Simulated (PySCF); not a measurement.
A failing input for CaF⁻

```python
from pyscf import gto, scf, cc

mol = gto.M(
    atom='Ca 0 0 0; F 0 0 2.144',
    basis='sto-3g',
    charge=-1,
    spin=0,
    symmetry=True,
    verbose=4,
)
mf = scf.RHF(mol)
mf = mf.density_fit(auxbasis='def2-universal-jkfit')
mf.max_cycle = 3
mf.kernel()
mycc = cc.CCSD(mf)
mycc.kernel()
e = mycc.eaccsd(nroots=3)[0]
print('roots (eV) =', (e*27.211386).round(3))
mf.dip_moment()
print('orbital energies (hartree):', mf.mo_energy[..., max(0, mol.nelec[1]-3):mol.nelec[0]+3].round(4))
```

```bash
$ python input.py
```

The log, shortened:

```
[earlier lines left out]
diis_start_energy_diff = 1e+09
Init t2, MP2 energy = -767.868777441139  E_corr(MP2) -0.0521524674993779
Init E_corr(RCCSD) = -0.0528341095942249
cycle = 1  E_corr(RCCSD) = -0.0386950514334878  dE = 0.0141390582  norm(t1,t2) = 0.146403
cycle = 2  E_corr(RCCSD) = -0.0646830946301978  dE = -0.0259880432  norm(t1,t2) = 0.117401
cycle = 3  E_corr(RCCSD) = -0.0540850121379746  dE = 0.0105980825  norm(t1,t2) = 0.130177
cycle = 4  E_corr(RCCSD) = -0.0545784157587269  dE = -0.000493403621  norm(t1,t2) = 0.0111525
cycle = 5  E_corr(RCCSD) = -0.0548856055913839  dE = -0.000307189833  norm(t1,t2) = 0.00380347
cycle = 6  E_corr(RCCSD) = -0.0550064668489791  dE = -0.000120861258  norm(t1,t2) = 0.000914857
cycle = 7  E_corr(RCCSD) = -0.0549674771607921  dE = 3.89896882e-05  norm(t1,t2) = 0.000385524
cycle = 8  E_corr(RCCSD) = -0.0549680472485325  dE = -5.7008774e-07  norm(t1,t2) = 4.90522e-05
cycle = 9  E_corr(RCCSD) = -0.0549657996195863  dE = 2.24762895e-06  norm(t1,t2) = 3.3421e-05
cycle = 10  E_corr(RCCSD) = -0.0549653671366627  dE = 4.32482924e-07  norm(t1,t2) = 8.88531e-06
cycle = 11  E_corr(RCCSD) = -0.0549653694350397  dE = -2.298377e-09  norm(t1,t2) = 2.97607e-06
RCCSD converged
E(RCCSD) = -767.8715903430751  E_corr = -0.0549653694350397

******** <class 'pyscf.cc.eom_rccsd.EOMEA'> ********
max_space = 20
max_cycle = 50
conv_tol = 1e-07
partition = None
EOM-CCSD root 0 E = 0.4675708659992608  qpwt = 0.995737  conv = True
EOM-CCSD root 1 E = 0.4675708659992728  qpwt = 0.995737  conv = True
EOM-CCSD root 2 E = 0.5975443522779955  qpwt = 0.908555  conv = True
roots (eV) = [12.723 12.723 16.26 ]

WARN: System has nonzero charge -1; the dipole moment is origin-dependent.
Location of origin: [0. 0. 0.]

Dipole moment(X, Y, Z, Debye):  0.00000,  0.00000, -1.30381
orbital energies (hartree): [0.0239 0.0239 0.1148 0.4505 0.4505 0.5952]
```

Which setting is at fault, why, and what does a mended input give?

The cycle limit (3): the limit is below the number of cycles that the SCF needs. With this edit
```diff
- mf.max_cycle = 3
```
the run finishes: E(SCF) = -767.817994 Eh, 9 cycles, E(CCSD) − E(SCF) = -0.05394 Eh, attachment roots 12.720, 12.720, 16.267 eV.

The basis has no diffuse functions, which an anion needs. The basis is very small, so the numbers show the basis as much as the system. Stability towards an unrestricted solution was not tested. The bond length is a typed value, not an optimised one. Positive EA roots mean that the added electron is unbound. The dipole of an ion depends on the origin.
